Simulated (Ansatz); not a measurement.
Ge(vinyl)Cl3 (C2H3Cl3Ge), relaxed as a singlet with RKS PBE0-D4/def2-SVP in Ansatz, starting from the GFN2-xTB geometry. Force threshold 0.02 eV/Å.

Start:

Cartesian coordinates in Å:
```
Ge -0.596 1.118 0.019
C -0.163 -0.813 -0.234
C 1.004 -1.340 0.084
H -0.959 -1.409 -0.655
H 1.800 -0.747 0.506
H 1.213 -2.389 -0.063
Cl -0.407 1.705 2.061
Cl -2.596 1.506 -0.600
Cl 0.705 2.370 -1.118
```

(1) Estimate the energy that the relaxation releases and the steps that it takes.

(2) Does the start keep its bonding and symmetry?

(3) Predict the relaxed structure.

Answers

(1) 13.8 kJ/mol, in 17 steps; 49 s on 2 threads of AMD EPYC 7R13 on a shared host. The force fell under the threshold at step 5, but the optimiser went on and released 0.074 eV more. No frequencies were taken in this run, so the end may be a saddle point.

(2) By distances, no bond broke or formed. The bond that changes most is Ge1–C2, from 1.99 to 1.92 Å (atoms count from 1).

(3) 
```xyz
9

Ge   -0.520    1.104   -0.076
C     0.019   -0.689   -0.487
C     0.795   -1.395    0.337
H    -0.341   -1.108   -1.433
H     1.157   -0.982    1.285
H     1.099   -2.418    0.093
Cl    0.254    1.694    1.836
Cl   -2.653    1.296   -0.017
Cl    0.191    2.499   -1.538
```
Bond lengths: 3 × Cl–Ge 2.14 to 2.15 Å; 1 × C–Ge 1.92 Å; 1 × C–C 1.33 Å; 3 × C–H 1.09 to 1.10 Å.
